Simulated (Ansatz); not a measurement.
Tl₄H₅⁻. Charge -1, multiplicity 1. Geometry B3LYP-D4/def2-SVPD.

```xyz
9

Tl   -0.361   -2.249   -0.724
Tl    1.569    0.028    2.009
Tl   -2.141    0.780    0.491
Tl    1.508    1.317   -1.016
H     1.170    2.149   -2.722
H    -0.465    0.159   -1.192
H    -1.978   -1.416    0.526
H     1.043   -1.643    0.855
H    -0.345    0.875    1.774
```

In the def2 sets Tl takes a core potential; there is no spin–orbit coupling. Another isomer (singlet) lies 0.35 eV lower at PBE0-D4/def2-TZVPD; other spin states weren't run for this one.

Problem. Estimate the orbital energies around the gap (eV) in Ansatz with LDA (SPW92)/def2-TZVPD, PBE-D4/def2-TZVPD, BLYP-D4/def2-TZVPD, r2SCAN-D4/def2-TZVPD, r2SCANh-D4/def2-TZVPD.

Solution. 
```csv
orbital,LDA (SPW92)/def2-TZVPD,PBE-D4/def2-TZVPD,BLYP-D4/def2-TZVPD,r2SCAN-D4/def2-TZVPD,r2SCANh-D4/def2-TZVPD
HOMO−9,-10.97,-10.88,-10.74,-11.45,-12.22
HOMO−8,-7.61,-7.29,-7.12,-7.64,-8.18
HOMO−7,-6.32,-5.98,-5.84,-6.28,-6.73
HOMO−6,-5.88,-5.56,-5.42,-5.84,-6.28
HOMO−5,-5.61,-5.26,-5.13,-5.54,-5.96
HOMO−4,-2.36,-2.19,-2.06,-2.42,-2.78
HOMO−3,-2.03,-1.86,-1.76,-2.09,-2.43
HOMO−2,-1.83,-1.66,-1.55,-1.87,-2.21
HOMO−1,-1.49,-1.29,-1.17,-1.46,-1.75
HOMO,-1.26,-1.05,-0.94,-1.22,-1.50
LUMO,0.62,0.92,1.01,1.10,1.31
LUMO+1,1.49,1.68,1.74,1.98,2.15
LUMO+2,1.70,1.82,1.86,2.19,2.32
LUMO+3,1.84,1.96,1.98,2.35,2.48
LUMO+4,1.90,2.13,2.20,2.39,2.57
LUMO+5,2.12,2.33,2.38,2.66,2.85
```
